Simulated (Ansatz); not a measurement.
Computed with Ansatz on PBE0-D4/def2-TZVP structures; ΔE is electronic, products minus reactants. CCSD(T)/CBS is the MP2 limit (def2-TZVPP, def2-QZVPP) plus CCSD(T) − MP2 in def2-TZVPP, frozen cores. This one scheme is used for every species. DFT in def2-TZVPP. One conformer a species, not always the lowest.

Consider the redistribution: `[CH3][Al]([F])[SiH2]F` + `O[SiH2]N[SiH3]` → `[CH3][Al]([F])[NH][SiH3]` + `O[SiH2][SiH2]F`.

Is it downhill or uphill in electronic energy at CCSD(T)/CBS, and by how much? (An estimate is asked.)

Computed: Downhill: ΔE = -0.24 eV.

What do these levels give: B2PLYP, PBE0, HF/def2-TZVPP, CCSD/def2-TZVPP, HF/def2-QZVPP, MP2/CBS(def2)? (Estimate.)

Ansatz gave: B2PLYP -0.24, PBE0 -0.22, HF/def2-TZVPP -0.22, CCSD/def2-TZVPP -0.24, HF/def2-QZVPP -0.21, MP2/CBS(def2) -0.25 eV.

Largest T1 diagnostic among the species: 0.012.
